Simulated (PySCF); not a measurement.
Dipole response of Au (gold, neutral)

[Xe] 4f14 5d9 6s2, 2D determinant (an excited configuration). All numbers are calculated (PySCF 2.14, scalar relativity through the core potential, in aug-cc-pVTZ-PP with one added diffuse shell each of s, p, d, f, g type with ECP60MDF (7s7p6d4f3g, 113 functions)). Coupled (time-dependent) response in atomic units; α is the mean over directions.

```tsv
method	mean α (bohr³)	α xx, yy, zz	C₆ (like pair)	S(−4)
r2SCANh	40.76	40.85, 40.85, 40.60	429.9	529.4
```

S(−4) is the Cauchy moment in α(ω) = α(0) + S(−4) ω² + …

Spin-orbit coupling is absent.

α(iu) at r2SCANh:

| u (hartree) | α(iu) (bohr³) |
| --- | --- |
| 0 | 40.76 |
| 0.0500 | 39.49 |
| 0.100 | 36.25 |
| 0.200 | 28.07 |
| 0.300 | 21.41 |
| 0.500 | 13.64 |
| 0.750 | 9.033 |
| 1.00 | 6.596 |
| 1.50 | 4.076 |
| 2.00 | 2.799 |
| 3.00 | 1.557 |
| 5.00 | 0.6767 |

The components differ because the open shell of this determinant is not spherical; for a pure term their mean is the scalar polarisability.

Energies and moments cover only the electrons outside the core potential. Spin-orbit coupling, absent here, splits the open shell strongly.
